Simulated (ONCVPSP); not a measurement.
germanium, ONCV: configuration errors across variants

ONCVPSP 4.0.1 input, shortened (lines: element, Z, core and valence counts, functional; n l f; lmax; l rc ep ncon nbas qcut; lloc lpopt rc5 dvloc0; l nproj debl; icmod fcfact rcfact), PBE, scalar-relativistic:

```
  Ge 32.00    6    2        4      upf
    1    0    2.00
    2    0    2.00
    2    1    6.00
    3    0    2.00
    3    1    6.00
    3    2   10.00
    4    0    1.00
    4    1    3.00
    2
    0    1.80    0.00    3    8    3.10
    1    1.75    0.00    5    9    5.30
    2    1.75    0.23    4    8    5.30
    1    5    1.75    0.00
    0    2    0.90
    1    0    3.50
    2    3    1.10
    3    4.00    1.75
```

All-electron excitation energies from the reference (eV): (1) 4s2 4p2 -7.973; (2) 4s2 4p1 -0.528; (3) 4s2 4p0 14.911; (4) 4s2 4p1.5 -5.170.

1 further variants failed, have other tests or too few solved ones, and are left out.

A true bound ghost makes a file unfit for plane-wave use even where its test errors are small: the radial tests pick states by their node count and pass the ghost by.

Errors AE − PS in meV (a dash: test not solved or not reliable):

| change | (1) | (2) | (3) | (4) | bound ghosts | GHOST(+) flags above zero |
| --- | --- | --- | --- | --- | --- | --- |
| base | -29 | -88 | -346 | -43 | d | s, d |
| core correction polynomial model core, fcfact 0.6 | -26 | -23 | -34 | -25 | d | s, d |
| core correction Teter function, fcfact 4.5, rcfact 1.75 | -30 | -96 | -376 | -46 | d | s, d |
| s: nproj 1 | -29 | -88 | -348 | -43 | d | d |
| s: qcut 3.7; p: qcut 6.3; d: qcut 6.3 | -22 | -80 | -340 | -36 | d | d |

Q: Give the same row for: p: ncon 3, nbas 7.

A: -30, -88, -346, -44; bound ghosts: d; GHOST(+) flags above zero: s, d.
